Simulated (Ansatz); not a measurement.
Total energies of FGeH₇Si₂, SMILES `[F][GeH]([SiH3])[SiH3]`.

Cartesian coordinates in Å:
```
F 0.895 1.625 -1.413
Ge -0.062 0.256 -0.860
Si 1.507 -1.390 -0.127
Si -1.514 1.110 0.834
H -0.844 -0.209 -2.108
H 2.422 -1.765 -1.235
H 0.750 -2.590 0.320
H 2.290 -0.853 1.015
H -0.703 1.628 1.965
H -2.373 -0.004 1.319
H -2.369 2.194 0.289
```

The species carries charge 0 and has multiplicity 1. Correlated methods freeze the filled d shell of Ge. Scalar relativity is left out up to krypton. The geometry is a stationary point of PBE0-D4/def2-TZVP. Basis def2-TZVPP, Ansatz 0.2.0.

RPA on PBE orbitals: Hartree–Fock energy of these orbitals -2756.76982 Eh, correlation -1.11439 Eh (frozen core).

```tsv
functional	energy without D4 (Eh)	D4 term (kJ/mol)
LDA (SPW92)	-2753.95372	–
PBE	-2759.40951	-23.4
revPBE	-2759.81738	-59.6
BLYP	-2760.16281	-49.4
r2SCAN	-2760.02919	-5.7
B97M-V	-2759.56436	–
PBE0	-2759.52754	-20.2
B3LYP	-2760.23331	-38.0
r2SCANh	-2760.01269	-6.2
r2SCAN0	-2759.98963	-7.0
HSE06 (plane-wave form)	-2759.50991	-19.1
BHLYP	-2760.07787	-33.0
CAM-B3LYP	-2760.24234	-21.0
LC-ωPBE	-2759.63061	–
ωB97X-V	-2759.82194	–
ωB97M-V	-2759.92790	–
B2PLYP	-2759.41746	–
PBE-QIDH	-2758.96479	–
```

B3LYP takes the VWN-RPA correlation (the form of Gaussian; ORCA's B3LYP/G). HSE06 is the plane-wave form, built on full-range PBE exchange. The double hybrids freeze the cores in their second-order part.

LC-ωPBE has ω = 0.4 bohr⁻¹.
